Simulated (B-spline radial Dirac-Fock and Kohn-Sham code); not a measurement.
## Dipole and non-dipole photoemission parameters of Ir²⁺ 4s

System: Ir²⁺, configuration [Xe] 4f14 5d7; threshold 700.0 eV (orbital energy of the model). These are calculated numbers from a radial B-spline solver; the model is Dirac-Hartree-Slater photoionisation with a Latter tail; cross sections with all multipoles, angular parameters from the dipole term and its interference with E2.

The run's input, task.json:

```json
{"items": [{
  "Z": 77,
  "q": 2,
  "cfg": [[1, 0, 2], [2, 0, 2], [2, 1, 6], [3, 0, 2], [3, 1, 6], [3, 2, 10], [4, 0, 2], [4, 1, 6], [4, 2, 10], [4, 3, 14], [5, 0, 2], [5, 1, 6], [5, 2, 7]],
  "A": 193,
  "rrms": 5.4032,
  "do": "xps",
  "hv": [54.6, 60.7, 75.7, 108.0, 110.0, 146.0, 162.0, 201.0, 206.0, 255.0, 300, 719.0, 800, 1150.0, 1200.0, 1253.6, 1370.0, 1460.0, 1740.0, 2000, 2330.0, 2984.4, 3540.0, 3560.0, 4000, 4430.0, 8860.0, 8950.0, 9251.7, 15000]
}]}
```

Launch: `python xray2_run.py task.json out`

For linearly polarised light dσ/dΩ = σ/(4π) [1 + β P₂(cos θ) + (δ + γ cos²θ) sin θ cos φ], with θ from the polarisation vector and φ the angle between the beam and the projection of the electron momentum on the plane normal to the polarisation.

| hν (eV) | σ (kb) | β | γ |
| --- | --- | --- | --- |
| 719 | 55.9 | 1.723 | 0.581 |
| 800 | 50.8 | 1.759 | 0.668 |
| 1150 | 35.4 | 1.840 | 0.676 |
| 1200 | 33.7 | 1.846 | 0.668 |
| 1253.6 | 32.0 | 1.852 | 0.660 |
| 1370 | 28.6 | 1.863 | 0.639 |
| 1460 | 26.3 | 1.870 | 0.621 |
| 1740 | 20.7 | 1.885 | 0.558 |
| 2000 | ? | ? | ? |
| 2330 | 13.6 | 1.904 | 0.427 |
| 2984.4 | 9.18 | 1.915 | 0.294 |
| 3540 | 6.92 | 1.921 | 0.196 |
| 3560 | 6.85 | 1.922 | 0.192 |
| 4000 | 5.63 | 1.925 | 0.126 |
| 4430 | 4.73 | 1.928 | 0.070 |
| 8860 | 1.33 | 1.942 | -0.168 |
| 8950 | 1.31 | 1.942 | -0.168 |
| 9251.7 | 1.22 | 1.942 | -0.169 |
| 15000 | 0.471 | 1.946 | -0.005 |

Question: Give the values at 2000 eV.

Answer: σ = 17.0 kb, β = 1.895, γ = 0.499. For an s subshell δ is negligible.
